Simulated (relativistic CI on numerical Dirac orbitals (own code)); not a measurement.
Calculated levels, Ir XX

These numbers are calculated, not measured: Dirac-Coulomb-Breit CI, orbitals from a KLI potential per configuration, model QED (radiative potential, 1s self-energy scaled to tabulated hydrogen-like ionisation energies), unscaled Slater integrals (own radial code, finite nucleus).

CI space (outside the closed core [Ar] 3d10): 4s2.4p6.4d10.4f12, 4s2.4p6.4d10.4f11.5s, 4s2.4p6.4d10.4f10.5s2, 4s2.4p6.4d10.4f10.5s.5p, 4s2.4p6.4d10.4f11.5p, 4s2.4p6.4d9.4f13, 4s2.4p6.4d8.4f14, 4s2.4p6.4d10.4f11.6s, 4s2.4p6.4d10.4f11.5f, 4s2.4p6.4d9.4f12.5s, 4s2.4p6.4d10.4f11.6p, 4s2.4p5.4d10.4f13, 4s.4p6.4d10.4f13, 4s2.4p4.4d10.4f14, 4s.4p6.4d10.4f11.5s2, 4p6.4d10.4f14. Levels of other configurations are missing.

The lowest level is 4s2.4p6.4d10.4f12 3H_6, with 98 % of that term; Hund's rules for 4s2.4p6.4d10.4f12 give 3H with J = 6, in agreement.

```csv
No.,Configuration,Term,J,E (cm⁻¹),%,Next component (%),Landé g,Lifetime (s)
1,4s2.4p6.4d10.4f12,3H,6,0.0,98,1 1I,1.162,
2,4s2.4p6.4d10.4f12,3F,4,9351.1,59,35 1G,1.133,1.47e+04
3,4s2.4p6.4d10.4f12,3H,5,23738.2,100,,1.031,2.83e-03
4,4s2.4p6.4d10.4f12,3H,4,32311.4,42,34 3F,0.998,7.02e-03
5,4s2.4p6.4d10.4f12,3F,2,32640.0,58,36 1D,0.831,9.55e+01
6,4s2.4p6.4d10.4f12,3F,3,35623.8,100,,1.081,3.60e-03
7,4s2.4p6.4d10.4f12,3H,4,54609.8,52,41 1G,0.911,1.61e-03
8,4s2.4p6.4d10.4f12,3P,2,61684.9,46,33 3F,1.120,2.42e-03
9,4s2.4p6.4d10.4f12,3P,0,74482.9,87,12 1S,,1.15e+00
10,4s2.4p6.4d10.4f12,1I,6,75178.9,98,1 3H,1.000,4.17e-03
11,4s2.4p6.4d10.4f12,3P,1,80541.3,100,,1.499,4.66e-03
12,4s2.4p6.4d10.4f12,3P,2,87509.4,48,43 1D,1.208,1.46e-03
13,4s2.4p6.4d10.4f11.5s,5I°,8,131328.4,95,5 3K°,1.241,
14,4s2.4p6.4d10.4f11.5s,5I°,7,142782.7,65,30 3I°,1.156,9.79e-04
15,4s2.4p6.4d10.4f12,1S,0,154269.3,87,12 3P,,3.70e-04
16,4s2.4p6.4d10.4f11.5s,5I°,6,157724.6,80,12 3H°,1.082,1.71e-04
17,4s2.4p6.4d10.4f11.5s,5F°,5,161288.7,33,25 3G°,1.165,1.15e-04
18,4s2.4p6.4d10.4f11.5s,3I°,7,161603.1,63,33 5I°,1.147,1.27e-03
19,4s2.4p6.4d10.4f11.5s,5I°,5,165731.6,39,23 5F°,1.070,6.24e-05
20,4s2.4p6.4d10.4f11.5s,5I°,4,166155.3,30,30 3H°,0.869,7.68e-05
21,4s2.4p6.4d10.4f11.5s,3H°,6,169389.9,41,36 3I°,1.137,5.96e-05
22,4s2.4p6.4d10.4f11.5s,5S°,2,176050.0,55,27 3P°,1.698,3.56e-05
23,4s2.4p6.4d10.4f11.5s,5F°,4,178413.7,38,33 5I°,1.027,1.18e-04
24,4s2.4p6.4d10.4f11.5s,3D°,1,182151.2,37,30 5F°,0.664,3.38e-05
25,4s2.4p6.4d10.4f11.5s,1H°,5,183689.0,35,28 3I°,1.049,8.99e-05
26,4s2.4p6.4d10.4f11.5s,5G°,6,186164.5,44,44 3I°,1.165,2.46e-04
27,4s2.4p6.4d10.4f11.5s,5F°,3,187040.7,79,14 3D°,1.234,5.79e-05
28,4s2.4p6.4d10.4f11.5s,3H°,5,188707.8,28,23 5I°,1.048,6.15e-05
29,4s2.4p6.4d10.4f11.5s,5F°,2,189092.0,60,22 3D°,1.187,1.06e-04
30,4s2.4p6.4d10.4f11.5s,5F°,4,190273.6,47,24 3F°,1.187,1.91e-04
31,4s2.4p6.4d10.4f11.5s,5G°,5,198332.9,44,19 3G°,1.187,1.31e-04
32,4s2.4p6.4d10.4f11.5s,3K°,8,198592.1,87,5 3L°,1.120,1.90e-03
33,4s2.4p6.4d10.4f11.5s,3S°,1,198819.0,46,35 5F°,1.144,8.15e-05
34,4s2.4p6.4d10.4f11.5s,3G°,3,199308.6,38,35 3F°,0.981,3.32e-05
35,4s2.4p6.4d10.4f11.5s,3F°,2,200935.7,33,29 1D°,1.095,2.48e-05
36,4s2.4p6.4d10.4f11.5s,5G°,4,201584.0,47,24 3G°,1.138,6.51e-05
37,4s2.4p6.4d10.4f11.5s,3H°,6,201921.1,49,30 5G°,1.188,7.28e-05
38,4s2.4p6.4d10.4f11.5s,3K°,7,202757.5,62,21 1K°,1.008,9.57e-05
39,4s2.4p6.4d10.4f11.5s,3F°,3,205785.3,31,27 5G°,1.017,2.80e-05
40,4s2.4p6.4d10.4f11.5s,3F°,4,207408.2,31,25 3H°,0.972,1.03e-04
41,4s2.4p6.4d10.4f11.5s,3I°,5,210174.7,30,22 3G°,1.074,5.85e-05
42,4s2.4p6.4d10.4f11.5s,3G°,4,214554.5,47,22 1G°,1.083,9.89e-05
43,4s2.4p6.4d10.4f11.5s,3G°,5,214646.8,65,16 3H°,1.133,1.01e-04
44,4s2.4p6.4d10.4f11.5s,3P°,0,215091.7,88,12 5D°,,1.21e-05
45,4s2.4p6.4d10.4f11.5s,3K°,6,215151.1,81,13 3I°,0.885,7.59e-05
46,4s2.4p6.4d10.4f11.5s,3P°,1,217358.2,49,19 3S°,1.381,1.39e-05
47,4s2.4p6.4d10.4f11.5s,5G°,2,217911.5,79,12 3F°,0.442,2.25e-04
48,4s2.4p6.4d10.4f11.5s,1K°,7,218597.7,50,30 3I°,1.041,5.23e-05
49,4s2.4p6.4d10.4f11.5s,3D°,3,218739.2,31,31 5D°,1.252,1.66e-05
50,4s2.4p6.4d10.4f11.5s,3F°,2,219693.9,29,20 3P°,1.121,4.29e-05
51,4s2.4p6.4d10.4f11.5s,3D°,1,221603.3,30,28 1P°,0.860,4.11e-05
52,4s2.4p6.4d10.4f11.5s,5G°,3,222944.0,36,29 3G°,0.984,3.04e-05
53,4s2.4p6.4d10.4f11.5s,3D°,2,224297.0,37,32 5D°,1.176,2.92e-05
54,4s2.4p6.4d10.4f11.5s,5D°,4,224929.9,71,12 3G°,1.375,1.40e-04
55,4s2.4p6.4d10.4f11.5s,3D°,3,227456.7,63,10 3F°,1.232,1.18e-04
56,4s2.4p6.4d10.4f11.5s,3L°,9,229089.2,100,,1.109,2.17e-02
57,4s2.4p6.4d10.4f11.5s,3G°,4,229428.0,47,18 5G°,1.095,3.96e-05
58,4s2.4p6.4d10.4f11.5s,3I°,6,230258.0,44,37 3H°,1.075,3.60e-05
59,4s2.4p6.4d10.4f11.5s,3I°,5,230552.6,67,18 3H°,0.905,1.47e-05
60,4s2.4p6.4d10.4f11.5s,3L°,8,233645.3,67,32 1L°,1.008,1.97e-02
61,4s2.4p6.4d10.4f11.5s,3D°,2,234386.9,36,27 1D°,1.092,1.75e-05
62,4s2.4p6.4d10.4f11.5s,3G°,3,237644.4,72,9 5D°,0.891,7.51e-05
63,4s2.4p6.4d10.4f11.5s,1H°,5,238524.1,32,30 3G°,1.062,3.83e-05
64,4s2.4p6.4d10.4f11.5s,1G°,4,240382.1,34,30 3H°,0.958,2.67e-05
65,4s2.4p6.4d10.4f11.5s,3I°,7,240455.4,71,15 1K°,1.100,6.44e-05
66,4s2.4p6.4d10.4f11.5s,3D°,3,240859.9,70,10 5D°,1.278,5.47e-05
67,4s2.4p6.4d10.4f11.5s,5D°,1,241489.9,56,31 3D°,1.127,2.70e-05
68,4s2.4p6.4d10.4f11.5s,1I°,6,244319.7,48,30 3I°,1.001,2.22e-05
69,4s2.4p6.4d10.4f11.5s,1D°,2,244765.6,33,25 5D°,1.206,2.66e-05
70,4s2.4p6.4d10.4f11.5s,3H°,4,248891.6,86,9 3G°,0.828,3.38e-05
```

Energies count from the lowest computed level; ° marks odd parity; lifetimes are radiative, by E1, M1, E2, M2 decay to levels of this space only; some are left blank where a channel outside the calculation adds to the decay or the decay crosses a small, uncertain gap.

The mean weight of the leading LS term, summed over parents, in these 70 levels is 57 %, and that of the leading jj configuration (from the same eigenvectors) 69 %, so jj coupling describes them better and the LS labels are nominal.

At this charge transitions that keep the count of f electrons are usually good to a few per cent. Terms inside the open d or f shell come out 10 to 20 % too wide with unscaled integrals. Levels that differ in their count of f electrons can be misplaced by several ten thousand cm⁻¹, since the correlation energy of f electrons is missing or only estimated; rates across such gaps can be off by orders of magnitude.

LS names give the leading component of a level, which can be under half, so a name can repeat, a term be missing and a line seem to break the LS rules.
